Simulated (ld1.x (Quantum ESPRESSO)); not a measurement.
Ce (Z = 58): excitation energies, all-electron against PAW

cerium, PAW, made with ld1.x (Quantum ESPRESSO) 7.5 (PBEsol, fully relativistic). Core [Kr], reference 4d10 4f1 5s2 5p6 5d1 6s1 6p1. Waves: 5s (bound): rcut 2.10, rcutus 2.25 bohr; 6s (bound): rcut 2.10, rcutus 2.25 bohr; 5p (bound): rcut 2.30, rcutus 2.75 bohr; 6p (bound): rcut 2.30, rcutus 2.75 bohr; 4d (bound): rcut 1.15, rcutus 1.40 bohr; 5d (bound): rcut 1.15, rcutus 1.40 bohr; 4f (bound): rcut 1.90, rcutus 2.00 bohr; 4f channel at -0.36 Ry: rcut 1.90, rcutus 2.00 bohr. Local part: all-electron potential smoothed inside 2.15 bohr (lloc = -1). Core correction: Bessel-smoothed model core inside 1.25 bohr. Augmentation charge: PSQ, inside the norm-conserving radii.

Open shells are filled in proportion to 2j + 1 (rel_dist='average').

Energies are relative to the spin-unpolarised reference configuration 4d10 4f1 5s2 5p6 5d1 6s1 6p1; without spin polarisation the order of configurations can differ from experiment.

```
       valence configuration  charge  ΔE all-electron (eV)  error AE − PS (meV)
4d10 4f1 5s2 5p6 5d1 6s2 6p0       0                -2.472                 +2.2
4d10 4f1 5s2 5p6 5d1 6s1 6p0      +1                 3.631                 +0.8
4d10 4f1 5s2 5p6 5d1 6s0 6p0      +2                14.667                  0.0
4d10 4f1 5s2 5p6 5d0 6s0 6p0      +3                33.793                 +5.7
4d10 4f2 5s2 5p6 5d1 6s0 6p0      +1                 3.656                 +134
```

(1) What are ΔE and the potential's error for 4d10 4f1 5s2 5p6 5d2 6s0 6p0?

(2) What are ΔE and the potential's error for 4d10 4f1 5s2 5p6 5d1.5 6s1.5 6p0?

The ghost test of this file was not conclusive.

## Answers

(1) ΔE = 3.786 eV all-electron; the error (AE − PS) is +1.5 meV.

(2) ΔE = -2.068 eV all-electron; the error (AE − PS) is +2.4 meV.
